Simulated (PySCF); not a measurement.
**Two-component Hartree-Fock for Cr+ (chromium, charge +1)**

Start: [Ar] 3d5; 3d3/2 filled at m_j = -3/2, -1/2, +1/2, +3/2; 3d5/2 filled at m_j = +5/2. Calculated with PySCF 2.14 in x2c-SVPall-2c with one added diffuse shell each of s, d type (6s5p4d1f, 48 functions): generalised Hartree-Fock with the X2C-1e Hamiltonian and a Gaussian nucleus; one run each with spin-orbit coupling (SO) switched off, then screened by Boettger's factors.

```json
{"spinor shell": "1s1/2", "electrons": "2", "ε, spin-free (eV)": "-6046.5", "ε, screened SO (eV)": "-6046.5", "weight of nominal j (screened SO)": "1.000", "rms radius, screened SO (bohr)": "0.0735"}
{"spinor shell": "2s1/2", "electrons": "2", "ε, spin-free (eV)": "-728.88", "ε, screened SO (eV)": "-728.88", "weight of nominal j (screened SO)": "1.000", "rms radius, screened SO (bohr)": "0.316"}
{"spinor shell": "2p1/2", "electrons": "2", "ε, spin-free (eV)": "-610.50", "ε, screened SO (eV)": "-616.66", "weight of nominal j (screened SO)": "0.982", "rms radius, screened SO (bohr)": "0.286"}
{"spinor shell": "2p3/2", "electrons": "4", "ε, spin-free (eV)": "-610.50", "ε, screened SO (eV)": "-607.47", "weight of nominal j (screened SO)": "0.991", "rms radius, screened SO (bohr)": "0.288"}
{"spinor shell": "3s1/2", "electrons": "2", "ε, spin-free (eV)": "-98.049", "ε, screened SO (eV)": "-98.048", "weight of nominal j (screened SO)": "1.000", "rms radius, screened SO (bohr)": "0.972"}
{"spinor shell": "3p1/2", "electrons": "2", "ε, spin-free (eV)": "-63.410", "ε, screened SO (eV)": "-63.781", "weight of nominal j (screened SO)": "0.664", "rms radius, screened SO (bohr)": "1.05"}
{"spinor shell": "3p3/2", "electrons": "4", "ε, spin-free (eV)": "-63.410", "ε, screened SO (eV)": "-63.230", "weight of nominal j (screened SO)": "0.832", "rms radius, screened SO (bohr)": "1.06"}
{"spinor shell": "3d3/2", "electrons": "4", "ε, spin-free (eV)": "-17.359", "ε, screened SO (eV)": "-17.369", "weight of nominal j (screened SO)": "0.507", "rms radius, screened SO (bohr)": "1.53"}
{"spinor shell": "3d5/2", "electrons": "1", "ε, spin-free (eV)": "-17.359", "ε, screened SO (eV)": "-17.318", "weight of nominal j (screened SO)": "1.000", "rms radius, screened SO (bohr)": "1.54"}
```

```
   quantity    spin-free  screened SO
E (hartree)  -1049.27597  -1049.28410
        M_J          5/2          5/2
       ⟨J²⟩        8.750        8.750
       ⟨L²⟩        0.000        0.001
       ⟨S²⟩        8.750        8.749
```

Each row is a mean over spinors that exchange with the open shell spreads, by up to 11.881 eV (3p3/2).

Rows whose weight is well below 1 are mixtures of j = l ± 1/2: exchange outweighs spin-orbit coupling there, and the label is only the starting occupation.

Without spin-orbit coupling the j labels of p, d and f shells carry no meaning; the spin-free column gives the mean over the occupied spinors of each nl shell.
